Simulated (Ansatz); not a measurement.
CH5ClN2OW, SMILES `C[N]=[W]([NH2])(=[O])[Cl]`, relaxed with RKS PBE0-D4/def2-TZVP in the Gaussian-basis code of Ansatz from a GFN2-xTB geometry. The force threshold is 0.005 eV/Å; the program also tests the step.

Charge 0, multiplicity 1. W: def2 effective core potential.

Start:

```xyz
11

C    -0.556   -2.053    0.131
N    -0.153   -0.706    0.321
W     0.811    0.793    0.243
N    -0.365    2.158   -0.591
O     2.218    0.659   -0.680
Cl    1.361    1.360    2.316
H    -1.090   -2.434    1.011
H    -1.228   -2.131   -0.731
H     0.317   -2.695   -0.054
H     0.040    2.939   -1.122
H    -1.355    2.109   -0.844
```

Q: By how much does the energy fall, and how many steps does the optimiser take? (Best estimate.)

A: Computed: 4.14 kcal/mol, in 18 steps, 1 of them rejected.

Q: Which bonds change most? (Best estimate.)

A: The calculation gave: W3–Cl6 from 2.219 to 2.295 Å; W3–N4 from 1.985 to 1.940 Å; N2–W3 from 1.784 to 1.745 Å; W3–O5 from 1.688 to 1.708 Å.

Q: Give the relaxed structure. (An estimate is asked.)

A: Ansatz gave: 
```xyz
11

C    -0.543   -2.002    0.099
N    -0.241   -0.636    0.333
W     0.748    0.801    0.293
N    -0.307    2.121   -0.661
O     2.198    0.508   -0.561
Cl    1.216    1.430    2.450
H    -0.679   -2.524    1.052
H    -1.480   -2.087   -0.462
H     0.249   -2.504   -0.466
H     0.122    2.867   -1.189
H    -1.284    2.026   -0.888
```
